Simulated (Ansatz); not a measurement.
Geometry optimisation, RKS PBE/def2-SVP in Ansatz.

input.yaml

```yaml
crystal:
  periodic: [false, false, false]
  atoms:
    - { symbol: Ge, position_ang: [0.164411, -0.547129, -0.329518] }
    - { symbol: O, position_ang: [0.566271, 0.521717, 2.407182] }
    - { symbol: H, position_ang: [-0.401008, 0.650134, 2.349113] }
    - { symbol: Cl, position_ang: [1.777836, 0.786476, -0.728898] }
    - { symbol: F, position_ang: [-1.256748, 0.292961, 0.239955] }
    - { symbol: Cl, position_ang: [-0.484643, -1.480371, -2.169505] }
    - { symbol: O, position_ang: [0.561489, -1.850566, 0.801436] }
    - { symbol: Si, position_ang: [0.317983, -3.533196, 0.657938] }
    - { symbol: H, position_ang: [1.085644, -4.095811, -0.50216] }
    - { symbol: H, position_ang: [0.828685, -4.10597, 1.9455] }
    - { symbol: H, position_ang: [-1.144889, -3.835883, 0.503598] }
    - { symbol: H, position_ang: [0.640969, -0.460461, 2.517859] }
basis:
  gaussian: { orbitals: def2-SVP }
hamiltonian:
  xc: pbe
relax:
  f_tol: 0.03
  max_steps: 50
```

Command:

```bash
$ ansatz run input.yaml --threads 4 --pin off --max-ram 5120MiB --backend cpu --events-out ev --progress --plain --runs-dir out
```

Task: Where does it end, and by what steps?

Result: It converged. After 9 steps the energy has fallen by 0.121 eV; O2 moved furthest, 0.40 Å.

```tsv
step	energy less start (eV)	largest force component (eV/Å)	accepted
0	0.0000	0.652	yes
1	-0.0161	0.812	yes
2	-0.0612	0.809	yes
3	-0.0927	0.493	yes
4	-0.1061	0.194	yes
5	-0.1132	0.089	yes
6	-0.1175	0.066	yes
7	-0.1192	0.084	yes
8	-0.1199	0.105	yes
9	-0.1210	0.025	yes
```

```xyz
12
Properties=species:S:1:pos:R:3
Ge 0.136 -0.488 -0.056
O 0.590 0.443 2.012
H -0.302 0.795 2.216
Cl 1.797 0.700 -0.734
F -1.345 0.389 0.330
Cl -0.519 -1.476 -1.901
O 0.433 -1.898 1.010
Si 0.323 -3.560 0.635
H 1.255 -3.935 -0.479
H 0.747 -4.243 1.904
H -1.086 -3.953 0.300
H 0.626 -0.432 2.457
```

Whether the end is a true minimum wasn't checked by a vibrational analysis.

Time of the run: 35 s on 4 threads of Intel(R) Xeon(R) Platinum 8488C (Sapphire Rapids), with other jobs on the host, peak memory 0.27 GiB.
